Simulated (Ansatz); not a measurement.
Born–Oppenheimer molecular dynamics of a periodic cell of 16 atoms, H (contents 8 H2, density as packed 0.09 g/cm³ with natural masses). It starts from a partly relaxed structure (largest force component 0.25 eV/Å).

Level of theory: DFT PBE-D3(BJ), scalar-relativistic, plane waves, PAW in Ansatz 0.2.0. Settings: accuracy low, cutoff 420 eV, k mesh 1x1x1, fermi-dirac smearing 0.02 eV, no spin polarisation.

| Property | Result |
| --- | --- |
| ensemble | NVT, Langevin thermostat |
| time step | 0.5 fs |
| steps asked | 300 |
| set temperature | 400 K |
| friction | 0.02 /fs |
| seed | 332632 |

First frame:

```xyz
16
Lattice="6.7824 0.0000 0.0000 0.0000 6.7824 0.0000 0.0000 0.0000 6.7824" Properties=species:S:1:pos:R:3
H 2.463 5.139 2.582
H 2.548 4.687 1.992
H 2.050 2.963 3.525
H 1.623 2.441 3.207
H 6.538 0.721 0.696
H 6.830 0.696 0.008
H 0.629 0.109 4.702
H 0.192 0.511 4.247
H 2.531 2.230 6.105
H 2.553 2.165 5.361
H 2.559 0.572 3.045
H 3.224 0.838 2.836
H 6.781 3.722 0.606
H 6.888 3.785 -0.126
H 5.348 5.038 1.502
H 5.093 4.916 0.815
```

What does the run give?

The run went to its last step.

```
steps done                                               : 300
time covered                                             : 150 fs
mean temperature over the second half                    : 473 K
spread of the potential energy over the second half      : 8.3 meV per atom
mean potential energy of the second half above the start : 9.1 meV per atom
```

The mean temperature of the second half is 18 % above the set value. A run of 0.15 ps of so small a system gives no equilibrium averages. Limits of this set-up: coarse k mesh, low accuracy level.

What happens to the structure?

Mean squared displacements from the first frame to the last, about the centre of mass: H 2.97 Å². This is one draw of velocities; another would differ in detail.

How do temperature and energy run in time?


```tsv
time (fs)	T (K)	potential energy less start (eV)
0.0	375	0.000
12.5	393	0.005
25.0	390	-0.023
37.5	409	0.043
50.0	371	-0.027
62.5	551	-0.057
75.0	531	0.191
87.5	379	0.367
100.0	491	0.387
112.5	382	0.274
125.0	386	0.173
137.5	445	0.013
150.0	531	-0.005
```

The run took 3.2 min on 1 thread of Arm Neoverse V1, on a shared host, peak memory 0.29 GiB.
